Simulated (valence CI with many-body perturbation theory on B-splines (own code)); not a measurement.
# Which ion has this spectrum?

A relativistic CI+MBPT calculation for an atom or ion with 21 electrons gives these levels (cm⁻¹):

```tsv
J	Parity	E	g
3/2	even	0	0.70
5/2	even	365947	1.05
3/2	even	414246	1.18
7/2	even	439145	1.04
9/2	even	441709	1.04
1/2	even	452986	1.82
5/2	even	618249	1.27
7/2	even	798289	1.11
9/2	even	830709	1.13
3/2	even	868891	1.11
1/2	even	890285	1.49
11/2	even	902531	1.08
5/2	even	906855	1.26
5/2	even	964278	1.10
```

The energies are calculated, and their last digits are not significant.

Problem. Which is it?
A. Dy45+
B. Tm48+
C. Er47+
D. Ho46+

Solution. B. Tm48+, ground level (3d3/2^3) J=3/2.
